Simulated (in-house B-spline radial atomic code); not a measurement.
# How G0W0 and RPA depend on the start: Ar¹⁴⁺

Configuration [He] 2s2. Computed with a B-spline radial code for spherical atoms: all electrons, non-relativistic, point nucleus, each spin shell either full or empty, empty states to l = 9 with an (l + 1/2)⁻⁴ tail; G0W0 by contour deformation at full frequency.

```csv
start,mean-field 2s (eV),G0W0 (eV),QP weight,RPA correlation (Eh)
Hartree-Fock,-846.26,-850.78,0.980,-0.30379
PBE,-822.69,-852.27,0.956,-0.46878
LDA exchange-only,-818.27,?,?,?
SCAN,-824.27,-852.16,0.959,-0.44406
BHandHLYP,-835.16,?,?,?
```

**Question.** What G0W0 level, weight and RPA correlation energy follow from the BHandHLYP start?

**Answer.** G0W0 level -851.47 eV, weight 0.971, RPA correlation -0.35983 hartree.

**Question.** What G0W0 level, weight and RPA correlation energy follow from the LDA exchange-only start?

**Answer.** G0W0 level -852.22 eV, weight 0.957, RPA correlation -0.47382 hartree.

**Question.** How much of the dependence on the start does G0W0 remove?

**Answer.** The mean-field levels span 28 eV and the G0W0 levels 1.49 eV. Against 855.5 ± 0.3 eV (NIST, semi-empirical) the G0W0 removal energies are off by -4.72 to -3.23 eV, with relativity, Breit and QED terms left out.
